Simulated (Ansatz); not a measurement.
`[OH][AlH][AlH2]` + `N[SiH3]` → `[OH][AlH][NH][SiH3]` + `[AlH3]` at 400 K and 1 bar (cleavage of the Al–Al bond).

Computed with Ansatz on PBE0-D4/def2-TZVP structures; ΔE is electronic, products minus reactants. CCSD(T)/CBS adds triple-zeta CCSD(T) − MP2 to the extrapolated MP2 energy (def2 sets, frozen cores). This one scheme is used for every species. One conformer a species, not always the lowest.

| species | CCSD(T)/CBS energy (Eh) | H − E (kJ/mol) | S (J/(mol·K)) |
| --- | --- | --- | --- |
| `[OH][AlH][AlH2]` | -561.63147 | 117.3 | 352.4 |
| `N[SiH3]` | -346.80422 | 153.0 | 285.3 |
| `[OH][AlH][NH][SiH3]` | -664.69394 | 196.6 | 385.4 |
| `[AlH3]` | -243.78045 | 63.6 | 220.9 |

H − E and S are ideal-gas, rigid-rotor, harmonic terms from PBE0-D4/def2-TZVP, for one conformer and one mirror image of each species. 1 Eh = 2625.50 kJ/mol, R = 8.31446 J/(mol·K).

By hand: ΔE, ΔH, ΔS and ΔG.

ΔE = (-664.69394) + (-243.78045) − (-561.63147) − (-346.80422) = -0.03870 Eh = -101.6 kJ/mol. Δ(H − E) = 196.6 + 63.6 − 117.3 − 153.0 = -10.1, so ΔH = -111.7 kJ/mol. ΔS = 385.4 + 220.9 − 352.4 − 285.3 = -31.4 J/(mol·K). ΔG = -111.7 − 400 × (-31.4)/1000 = -99.1 kJ/mol.

By hand: the equilibrium constant, and the temperature at which ΔG would vanish if ΔH and ΔS stayed fixed.

log₁₀ K = −ΔG/(RT ln 10) = 12.9. ΔG = 0 at ΔH/ΔS = 3557 K, far beyond where these terms or the molecules hold.

ΔH outweighs TΔS. A doubt of 5 kJ/mol in ΔE shifts log₁₀ K by 0.7 here. Other conformers and mirror images would add mixing entropy, several J/(mol·K) or more a flexible species. Modes under 60 cm⁻¹, often nearly free rotors, make the harmonic entropy too high. These are equilibria of isolated gas molecules and say nothing of rates. Largest T1 diagnostic: 0.013 (customary marks: 0.02 for closed shells, 0.045 for open ones).
